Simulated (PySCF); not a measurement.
Structure from 2D NMR

Compound of formula C₈H₇F. Correlations simulated from computed shifts and the bond graph:

HSQC (one-bond C–H):
```tsv
δH	δC
7.70	115.1
7.51	137.0
7.14	121.3
7.11	131.5
7.00	146.0
6.22	120.3
5.55	120.3
```

COSY cross peaks (H two or three bonds apart, from the bond graph; peaks can be absent where the dihedral angle is near 90°):
```tsv
δH	δH
7.51	7.14
7.51	7.11
7.00	6.22
7.00	5.55
6.22	5.55
```

HMBC (two and three bonds, from the bond graph):
```tsv
δH	δC
7.70	173.9, 147.0, 146.0, 131.5, 121.3
7.51	173.9, 147.0, 131.5, 121.3
7.14	173.9, 137.0, 131.5, 115.1
7.11	147.0, 146.0, 137.0, 121.3, 115.1
7.00	147.0, 131.5, 120.3, 115.1
6.22	147.0, 146.0
5.55	147.0, 146.0
```

Carbons without hydrogens: δ 173.9, 147.0.

- shielding tensors at B97-2/pcSseg-2 (GIAO)
- geometry from PBE0-D3(BJ)/def2-TZVP
- code: PySCF
- non-relativistic Hamiltonian, gas phase, one conformer

References, each an isolated molecule treated in the same way: 1H (31.64 ppm) and 13C (185.38 ppm) against TMS.

Exchangeable hydrogens are left out of these lists.

**Question.** Work out the connectivity.

**Answer.** `InChI=1S/C8H7F/c1-2-7-4-3-5-8(9)6-7/h2-6H,1H2`.

Atom-mapped SMILES (the numbers label the heavy atoms): `[CH2:1]=[CH:2][c:3]1[cH:4][cH:5][cH:6][c:7]([F:8])[cH:9]1` (H(Xn): hydrogen on atom n). Ha(C1) is cis to C3; Hb(C1) is trans to C3.

1. δC 173.9 is C7, an aromatic carbon bearing fluorine.
2. δC 147.0 is C3, a substituted aromatic carbon.
3. δC 146.0 is C2, an alkene CH (δH 7.00).
4. δC 137.0 is C5, an aromatic CH (δH 7.51).
5. δC 131.5 is C4, an aromatic CH (δH 7.11).
6. δC 121.3 is C6, an aromatic CH (δH 7.14).
7. δC 120.3 is C1, a terminal =CH2 carbon (δH 6.22, 5.55).
8. δC 115.1 is C9, an aromatic CH (δH 7.70).
9. HMBC from δH 7.70 reaches the proton-free carbons C7, C3.
10. HMBC from δH 7.51 reaches the proton-free carbons C7, C3.
11. HMBC from δH 7.14 reaches the proton-free carbon C7.
12. HMBC from δH 7.11 reaches the proton-free carbon C3.
13. COSY links 7.51–7.14, 7.51–7.11, 7.00–6.22, 7.00–5.55, 6.22–5.55.

This is the structure that produced the data.

Shifts are as computed. Against solution values, carbons near 30 ppm lie about +3 ppm off and those near 130 ppm about +7 ppm. Of 1211 compounds with measured shifts, 218 miss one by over three times the rms of a fit or turn the order of signals round; such compounds aren't used in these exercises.
